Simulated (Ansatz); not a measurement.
Calculated with Ansatz (gas phase, PBE0-D4/def2-TZVP geometries, no zero-point term in ΔE). CCSD(T)/CBS adds triple-zeta CCSD(T) − MP2 to the extrapolated MP2 energy (def2 sets, frozen cores). This one scheme is used for every species, atoms too. Open shells (•) are unrestricted, without spin–orbit coupling. Spin–orbit coupling would lower the free atoms: a little for Al, C, O. Each species was taken in one conformer, which may not be the lowest.

Consider the atomization: `O/C=[CH]\[AlH2]` → Al• + 2 C• + 5 H• + O•.

| species | CCSD/def2-TZVPP energy (Eh) |
| --- | --- |
| `O/C=[CH]\[AlH2]` | -396.13832 |
| Al• | -241.92516 |
| C• | -37.77900 |
| H• | -0.49981 |
| O• | -74.97390 |

**Question.** Work out ΔE.

**Answer.** ΔE = 5 × (-0.49981) + 2 × (-37.77900) + (-241.92516) + (-74.97390) − (-396.13832) = 1.18221 Eh = +32.17 eV. CCSD(T)/CBS gives +33.59 eV.

**Question.** What do rigid-rotor, harmonic-oscillator terms from PBE0-D4/def2-TZVP frequencies (298.15 K, 1 bar) make of the CCSD(T)/CBS value? (An estimate is asked.)

**Answer.** Computed: ΔZPE = -1.66 eV, ΔH = +32.33 eV, ΔS = 911 J/(mol·K), ΔG = +29.52 eV. Open shells count their whole term as degenerate.

Largest T1 diagnostic among the species: 0.018.

From r2SCAN to r2SCAN0 (25 % exact exchange), in def2-TZVPP and without D4, ΔE moves by −0.63 eV: exact exchange takes away binding that semilocal exchange gives to molecules. Leaving LDA and LC-ωPBE aside and taking each functional with its dispersion term where it has one, the values, not all of them listed here, spread over 1.81 eV, from BHLYP-D4 to PBE-D4. LDA lies +4.42 eV from PBE without D4, its usual overbinding. In def2-TZVPP, CCSD(T) changes the Hartree–Fock value by +8.49 eV (the triples alone add +0.55 eV) and MP2 by +9.07 eV; breaking electron pairs costs correlation energy, which Hartree–Fock lacks.

For atomizations the MP2-based limit and the directly extrapolated one differ by several kJ/mol either way, and by 10 to 25 for some Ge, Se and Sn compounds, so smaller differences from it don't rank the levels.
